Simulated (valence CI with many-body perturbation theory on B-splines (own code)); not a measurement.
**Gd33+: calculated level list**

Calculated by relativistic CI+MBPT: three valence electrons over a frozen Dirac-Fock core [Ar] 3d10, radial functions for each j: 11 s, 11 p, 9 d, 7 f, 5 g, 2 h, 1 i, with the one-electron correlation potential Σ1 (screened to all orders), the two-electron term Σ2, the three-electron term Σ3, Breit, model QED; selected single and double excitations, second order for the rest (own B-spline code, finite nucleus).

No measured spectrum was set against this ion. As an estimate, large intervals hold to a few tenths of a per cent, small ones and those within an open d or f shell to about a per cent.

Levels 46 to 67 of 67, with energies above the lowest level, (4s^2 4p1/2) J=1/2. "Leading %" is the weight of the configuration and term that name the level; weights of strongly mixed levels are sums over their largest components and can fall short. In the jj column 3d3/2^4 stands for four electrons in 3d with j = 3/2. Lifetimes count E1, E2, E3, M1 and M2 decay at the calculated energies, and are blank where another channel may lead or the interval is too uncertain; long ones can be off by a factor of two.

| No. | Configuration | Term | J | E (eV) | Leading % | Lifetime | Second component | g | Leading jj |
| --- | --- | --- | --- | --- | --- | --- | --- | --- | --- |
| 46 | 4p2.4d | 2G | 7/2 | 352.55 | 43 | 13.6 ps | 27 % 4p2.4d 2F | 1.044 | 4p1/2 4p3/2 4d3/2 (86 %) |
| 47 | 4p2.4d | 4F | 3/2 | 352.64 | 37 | 4.76 ps | 30 % 4p2.4d 2P | 0.944 | 4p1/2 4p3/2 4d3/2 (95 %) |
| 48 | 4p2.4d | 4D | 1/2 | 353.18 | 82 | 4.96 ps | 15 % 4p2.4d 2P | 0.145 | 4p1/2 4p3/2 4d3/2 (98 %) |
| 49 | 4p2.4d | 4D | 7/2 | 359.92 | 41 | 10.9 ps | 38 % 4p2.4d 4F | 1.303 | 4p1/2 4p3/2 4d5/2 (92 %) |
| 50 | 4p2.4d | 2G | 9/2 | 363.50 | 55 | 13.0 ps | 39 % 4p2.4d 4F | 1.199 | 4p1/2 4p3/2 4d5/2 (92 %) |
| 51 | 4p2.4d | 4P | 5/2 | 363.60 | 27 | 1.87 ps | 25 % 4p2.4d 2D | 1.185 | 4p1/2 4p3/2 4d3/2 (60 %) |
| 52 | 4p2.4d | 2D | 3/2 | 364.08 | 39 | 2.09 ps | 29 % 4p2.4d 2P | 1.074 | 4p1/2 4p3/2 4d3/2 (55 %) |
| 53 | 4p2.4d | 4P | 1/2 | 367.26 | 41 | 1.52 ps | 27 % 4p2.4d 2S | 1.865 | 4p1/2 4p3/2 4d3/2 (92 %) |
| 54 | 4p2.4d | 4D | 5/2 | 367.32 | 37 | 3.21 ps | 24 % 4p2.4d 2F | 1.141 | 4p1/2 4p3/2 4d5/2 (67 %) |
| 55 | 4p2.4d | 4P | 3/2 | 367.79 | 45 | 2.03 ps | 43 % 4p2.4d 2P | 1.480 | 4p1/2 4p3/2 4d5/2 (56 %) |
| 56 | 4p2.4d | 2F | 7/2 | 369.08 | 32 | 4.52 ps | 16 % 4p2.4d 4F | 1.104 | 4p1/2 4p3/2 4d5/2 (69 %) |
| 57 | 4p2.4d | 2D | 5/2 | 370.80 | 31 | 2.67 ps | 26 % 4p2.4d 4P | 1.224 | 4p1/2 4p3/2 4d5/2 (74 %) |
| 58 | 4s.4p.4f | 4G | 5/2 | 375.14 | 70 | 3.36 ps | 12 % 4s.4p.4f 4F | 0.705 | 4s 4p1/2 4f5/2 (80 %) |
| 59 | 4s.4p.4f | 4G | 7/2 | 377.13 | 53 | 3.98 ps | 25 % 4s.4p.4f 4F | 1.071 | 4s 4p1/2 4f7/2 (51 %) |
| 60 | 4p2.4d | 2D | 3/2 | 378.21 | 64 | 3.23 ps | 11 % 4p2.4d 2P | 0.877 | 4p1/2 4p3/2 4d5/2 (84 %) |
| 61 | 4p2.4d | 2P | 1/2 | 379.13 | 64 | 2.57 ps | 28 % 4p2.4d 2S | 1.051 | 4p1/2 4p3/2 4d5/2 (91 %) |
| 62 | 4s.4p.4f | 4F | 3/2 | 380.22 | 55 | 4.04 ps | 23 % 4s.4p.4f 2D | 0.593 | 4s 4p1/2 4f5/2 (84 %) |
| 63 | 4s.4p.4f | 4G | 9/2 | 380.74 | 34 | 6.64 ps | 31 % 4s.4p.4f 4F | 1.201 | 4s 4p1/2 4f7/2 (87 %) |
| 64 | 4s.4p.4f | 4F | 5/2 | 380.79 | 35 | 3.83 ps | 28 % 4s.4p.4f 4D | 1.097 | 4s 4p1/2 4f5/2 (56 %) |
| 65 | 4s.4p.4f | 4D | 7/2 | 381.41 | 46 | 3.23 ps | 27 % 4s.4p.4f 2F | 1.264 | 4s 4p1/2 4f7/2 (72 %) |
| 66 | 4s.4p.4f | 2G | 7/2 | 389.83 | 50 | 3.47 ps | 19 % 4p2.4d 2G | 0.969 | 4s 4p1/2 4f7/2 (46 %) |
| 67 | 4s.4p.4f | 2F | 5/2 | 393.51 | 26 | 1.91 ps | 25 % 4s.4p.4f 2D | 1.020 | 4s 4p1/2 4f7/2 (37 %) |
